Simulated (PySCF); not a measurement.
C3H8O2Si, SMILES [SiH]1(CO)COC1.

Geometry optimised at r2SCAN-D4/def2-SVP. The structure was generated by enumeration, and PubChem lists no compound with its InChIKey, so it may never have been made. Other conformers were not sampled.

Level of theory: PBE0/def2-TZVP run with PySCF.

Gas-phase values at a fixed geometry.

Computed frontier levels, gap, dipole moment and polarisability:
- highest occupied level = -7.06 eV
- lowest empty level = 0.13 eV
- orbital gap = 7.19 eV
- dipole moment = 2.08 D
- quadrupole, principal values (traceless, Buckingham form, about the centre of nuclear charge) = -11.73, 5.38, 6.35 D·Å
- mean static polarisability = 68.7 bohr³ (10.18 Å³)
- polarisability, principal values = 62.0, 66.2, 77.8 bohr³
